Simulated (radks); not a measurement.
Valence configurations of the cobalt ion Co3+ (all share [Ar]). Method: Dirac Kohn-Sham, PBE, spin-unpolarised, spherical densities, finite nucleus; open shells fill j = l - 1/2 first; Fermi nuclear charge, rms radius 3.7875 fm; computed with a radial shooting solver on a logarithmic mesh with Libxc functionals. Order these by energy: 3d4 4p2; 3d6; 3d4.5 4p1.5; 3d5 4p1; 3d3 4s1 4p2; 3d4 4s1 4p1; 3d4 4s2; 3d5 4s1; 3d5.5 4p0.5; 3d5.5 4s0.5.

Answer. From the lowest, in eV above it: 3d6 0.000; 3d5.5 4s0.5 6.904; 3d5.5 4p0.5 10.721; 3d5 4s1 15.062; 3d5 4p1 22.948; 3d4 4s2 35.460; 3d4.5 4p1.5 36.762; 3d4 4s1 4p1 43.829; 3d4 4p2 52.245; 3d3 4s1 4p2 79.901. NIST lists [Ar] 3d6 as the ground configuration; this level of theory agrees among the configurations tried. The energies are those of spherical spin-averaged densities, not of single terms.
